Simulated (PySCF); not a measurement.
**Al+ (aluminium, charge +1): M06-2X calculation**

Configuration: [Ne] 3s1 3p1, high-spin 3P determinant (an excited configuration). All numbers are calculated (PySCF 2.14, scalar relativity by spin-free X2C-1e, in aug-cc-pVTZ-DK (6s5p3d2f, 50 functions)).

```
Total energy                                                  : -242.3936 hartree
One-electron energy                                           : -332.7105 hartree
Hartree (Coulomb) energy                                      : 108.7206 hartree
Exchange-correlation energy                                   : -18.4036 hartree
⟨S²⟩                                                          : 2.0001
⟨L²⟩                                                          : 2.002
Sum of ⟨r⟩                                                    : 10.21 bohr
Sum of ⟨r²⟩                                                   : 19.01 bohr²
Traceless quadrupole moment −½Σ⟨3z² − r²⟩ along its main axis : -3.71 e·bohr²
Langevin diamagnetic susceptibility                           : -15.1 ×10⁻⁶ cm³/mol
Time after the integrals                                      : 1.5 s of wall time on 1 thread of Neoverse-V2 (shared host)
```

| shell | electrons | mean orbital energy (hartree) | spread (hartree) | rms radius, mean of both spins (bohr) |
| --- | --- | --- | --- | --- |
| 1s α | 1 | -57.38268 | 0 | 0.139 |
| 1s β | 1 | -57.37024 | 0 | 0.139 |
| 2s α | 1 | -4.78334 | 0 | 0.682 |
| 2s β | 1 | -4.76768 | 0 | 0.682 |
| 2p α | 3 | -3.26415 | 0.00241 | 0.675 |
| 2p β | 3 | -3.25350 | 0.01355 | 0.675 |
| 3s α | 1 | -0.68246 | 0 | 2.49 |
| 3p α | 1 | -0.44289 | 0 | 3.02 |

Densities and radii are taken from the X2C orbitals without a picture-change correction, which distorts them close to the nucleus.
